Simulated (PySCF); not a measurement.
## How methods differ on the excitation energy of O

O [He] 2s2 2p4 (3P) → O [He] 2s1 2p5 (3P), as a difference of total energies. Calculation: PySCF 2.14, in def2-QZVPPD; the non-relativistic Hamiltonian (point nucleus). Correlated levels: valence: 1s2 frozen. The calculations carry no spin-orbit coupling.

| method | excitation energy (eV) |
| --- | --- |
| UHF | 16.850 |
| MP2 (valence) | 15.990 |
| SCS-MP2 (valence) | 15.927 |
| CCSD (valence) | 15.590 |
| CCSD(T) (valence) | 15.269 |

**Question.** How much does correlation contribute at CCSD(T) (valence)?

**Answer.** 15.269 − (16.850) = -1.581 eV, measured against UHF.

The upper state lies above the first ionisation limit, where it may autoionise and the basis confines it.

The coupled-cluster amplitudes are large for the upper state (T1 above 0.03 or a double amplitude above 0.15), so a single reference is strained.
